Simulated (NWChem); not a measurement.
System meant: C$_{2}$H$_{7}$BClN; SMILES B(NC)(Cl)C

NWChem input:

```
start job
memory heap 200 mb stack 900 mb global 1100 mb
geometry units angstroms noautoz
  B      0.220433     0.116180    -0.001047
  Cl    -0.411459     1.794303    -0.001538
  C      1.774476    -0.137715    -0.001865
  H      2.081834    -0.715992     0.885779
  H      2.347100     0.799101    -0.008012
  H      2.079202    -0.725859    -0.883917
  N     -0.739336    -0.896515     0.000203
  C     -0.515840    -2.319289     0.000691
  H     -1.714912    -0.619214     0.000182
  H      0.561180    -2.532564     0.002546
  H     -0.949443    -2.804823    -0.890555
  H     -0.952362    -2.804479     0.890669
end
basis spherical
  * library def2-svp
end
dft
  odft
  mult 2
  xc xpbe96 cpbe96
  iterations 150
  mulliken
end
task dft energy
```

End of the output:

```
                                 NWChem DFT Module
                                 -----------------

 Summary of "ao basis" -> "ao basis" (spherical)
 ------------------------------------------------------------------------------
       Tag                 Description            Shells   Functions and Types
 ---------------- ------------------------------  ------  ---------------------
 B                          def2-svp                 6       14   3s2p1d
 Cl                         def2-svp                 8       18   4s3p1d
 C                          def2-svp                 6       14   3s2p1d
 H                          def2-svp                 3        5   2s1p
 N                          def2-svp                 6       14   3s2p1d

 Summary of "ao basis" -> "ao basis" (spherical)
 ------------------------------------------------------------------------------
       Tag                 Description            Shells   Functions and Types
 ---------------- ------------------------------  ------  ---------------------
 B                          def2-svp                 6       14   3s2p1d
 Cl                         def2-svp                 8       18   4s3p1d
 C                          def2-svp                 6       14   3s2p1d
 H                          def2-svp                 3        5   2s1p
 N                          def2-svp                 6       14   3s2p1d

  number of electrons :                   48
  multiplicity        :                    2
 ------------------------------------------------------------------------
  no. of electrons and multiplicity not compatible                  48
 ------------------------------------------------------------------------
 ------------------------------------------------------------------------
  current input line :
    27: task dft energy
 ------------------------------------------------------------------------
 ------------------------------------------------------------------------
 There is an error in the input file
 ------------------------------------------------------------------------
 For more information see the NWChem manual at https://nwchemgit.github.io

0: no. of electrons and multiplicity not compatible:Received an Error in Communication
```

**Question.** Can this run be used? If not, why, and what is the fix?

**Answer.** The input was rejected before any calculation. Cause: the multiplicity doesn't fit the number of electrons (an even count wants an odd multiplicity, and the reverse). This input runs:
```
start job
memory heap 200 mb stack 900 mb global 1100 mb
geometry units angstroms noautoz
  B      0.220433     0.116180    -0.001047
  Cl    -0.411459     1.794303    -0.001538
  C      1.774476    -0.137715    -0.001865
  H      2.081834    -0.715992     0.885779
  H      2.347100     0.799101    -0.008012
  H      2.079202    -0.725859    -0.883917
  N     -0.739336    -0.896515     0.000203
  C     -0.515840    -2.319289     0.000691
  H     -1.714912    -0.619214     0.000182
  H      0.561180    -2.532564     0.002546
  H     -0.949443    -2.804823    -0.890555
  H     -0.952362    -2.804479     0.890669
end
basis spherical
  * library def2-svp
end
dft
  xc xpbe96 cpbe96
  iterations 150
  mulliken
end
task dft energy
```
It converges to -619.64961 Ha (PBE/def2-SVP).
